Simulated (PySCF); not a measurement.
In(OH)(SiH3)2 (H7InOSi2), SMILES [OH][In]([SiH3])[SiH3].

Geometry optimised at PBE0-D3(BJ)/def2-SVP. The structure was generated by enumeration; whether it is a known compound was not checked. The def2 effective core potentials stand for the cores of In; spin–orbit coupling is left out. One conformer was computed; it need not be the lowest.

Method: PBE/def2-TZVP in PySCF.

Computed frontier levels, gap, dipole moment and polarisability:
```
Property                                                                                                          Value
---------------------------------------------------------------------------------------------  ------------------------
highest occupied level                                                                                         -6.15 eV
lowest empty level                                                                                             -2.62 eV
orbital gap                                                                                                     3.53 eV
dipole moment                                                                                                    1.50 D
quadrupole, principal values (traceless, Buckingham form, about the centre of nuclear charge)     -8.80, 3.39, 5.41 D·Å
mean static polarisability                                                                       114.0 bohr³ (16.90 Å³)
polarisability, principal values                                                               80.5, 104.7, 156.9 bohr³
```
